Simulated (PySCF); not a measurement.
F2O (SMILES FOF), singlet, geometry from GFN2-xTB; PySCF with B97M-V/cc-pVDZ.

PySCF was given this input:
```python
from pyscf import gto, scf, dft

mol = gto.M(
    atom='''
F     0.01888970    1.09187156   -0.24723650
O    -0.02243225   -0.00276003    0.56897714
F     0.00105008   -1.08941820   -0.25852096
''',
    basis='cc-pvdz',
    verbose=4,
)

mf = dft.RKS(mol)
mf.xc = 'b97m_v'
mf.grids.atom_grid = (99, 590)
mf.grids.prune = None
mf.kernel()
```

Problem. Write the output that PySCF gives for this input, abridged.

Solution. 
```
PySCF version 2.14.0

[INPUT] verbose = 4
[INPUT] num. atoms = 3
[INPUT] num. electrons = 26
[INPUT] charge = 0
[INPUT] spin (= nelec alpha-beta = 2S) = 0
[INPUT] symmetry False subgroup None
[INPUT] Mole.unit = angstrom
[INPUT] Symbol           X                Y                Z      unit          X                Y                Z       unit  Magmom
[INPUT]  1 F      0.018889700000   1.091871560000  -0.247236500000 AA    0.035696359575   2.063338211602  -0.467209272996 Bohr   0.0
[INPUT]  2 O     -0.022432250000  -0.002760030000   0.568977140000 AA   -0.042390808858  -0.005215700796   1.075210965738 Bohr   0.0
[INPUT]  3 F      0.001050080000  -1.089418200000  -0.258520960000 AA    0.001984363609  -2.058702033117  -0.488533811860 Bohr   0.0

nuclear repulsion = 75.4313551044568
number of shells = 15
number of NR pGTOs = 78
number of NR cGTOs = 42
basis = cc-pvdz
ecp = {}

******** <class 'pyscf.dft.rks.RKS'> ********
method = RKS
initial guess = minao
damping factor = 0
level_shift factor = 0
DIIS = <class 'pyscf.scf.diis.CDIIS'>
diis_start_cycle = 1
diis_space = 8
diis_damp = 0
SCF conv_tol = 1e-09
SCF conv_tol_grad = None
SCF max_cycles = 50
direct_scf = True
direct_scf_tol = 1e-13
XC library pyscf.dft.libxc version 7.1.2
    S. Lehtola, C. Steigemann, M. J. T. Oliveira, and M. A. L. Marques,  SoftwareX 7, 1–5 (2018)
XC functionals = b97m_v
    N. Mardirossian and M. Head-Gordon,  J. Chem. Phys. 142, 074111 (2015)
radial grids:
    Treutler-Ahlrichs [JCP 102, 346 (1995); DOI:10.1063/1.469408] (M4) radial grids

becke partition: Becke, JCP 88, 2547 (1988); DOI:10.1063/1.454033
pruning grids: None
grids dens level: 3
symmetrized grids: False
atomic radii adjust function: <function treutler_atomic_radii_adjust>
User specified grid scheme (99, 590)
** Following is NLC and NLC Grids **
NLC functional = b97m_v
radial grids:
    Treutler-Ahlrichs [JCP 102, 346 (1995); DOI:10.1063/1.469408] (M4) radial grids

becke partition: Becke, JCP 88, 2547 (1988); DOI:10.1063/1.454033
pruning grids: <function nwchem_prune>
grids dens level: 3
symmetrized grids: False
atomic radii adjust function: <function treutler_atomic_radii_adjust>
small_rho_cutoff = 0
Set gradient conv threshold to 3.16228e-05
Initial guess from minao.
tot grids = 175232
tot grids = 42608
init E= -274.891599981358
  HOMO = -0.296332477026878  LUMO = -0.0992777077037044  gap/eV = 5.36213
cycle= 1 E= -274.538777745401  delta_E= 0.353  |g|= 0.527  |ddm|= 1.94
  HOMO = -0.293219847568198  LUMO = -0.112359885023171  gap/eV = 4.92145
cycle= 2 E= -274.369550322213  delta_E= 0.169  |g|= 1.11  |ddm|= 0.83
  HOMO = -0.274537729602016  LUMO = -0.0905666765333235  gap/eV = 5.00611
cycle= 3 E= -274.57830667638  delta_E= -0.209  |g|= 0.129  |ddm|= 0.666
  HOMO = -0.286103698671608  LUMO = -0.096844742765966  gap/eV = 5.15000
cycle= 4 E= -274.581402540535  delta_E= -0.0031  |g|= 0.0109  |ddm|= 0.0921
  HOMO = -0.284482760879739  LUMO = -0.0955467161469636  gap/eV = 5.14121
cycle= 5 E= -274.581424487039  delta_E= -2.19e-05  |g|= 0.00122  |ddm|= 0.00739
  HOMO = -0.284741551523428  LUMO = -0.0958435892738061  gap/eV = 5.14018
cycle= 6 E= -274.581424714937  delta_E= -2.28e-07  |g|= 0.000197  |ddm|= 0.000822
  HOMO = -0.28470230779726  LUMO = -0.0957974682587244  gap/eV = 5.14036
cycle= 7 E= -274.581424720757  delta_E= -5.82e-09  |g|= 2.73e-05  |ddm|= 0.000124
  HOMO = -0.284705376235788  LUMO = -0.0958009419502437  gap/eV = 5.14035
cycle= 8 E= -274.581424720871  delta_E= -1.14e-10  |g|= 1.71e-06  |ddm|= 1.66e-05
  HOMO = -0.284705406663425  LUMO = -0.0958008871981271  gap/eV = 5.14035
Extra cycle  E= -274.581424720869  delta_E= 1.99e-12  |g|= 3.92e-06  |ddm|= 3.54e-06
converged SCF energy = -274.581424720869
```
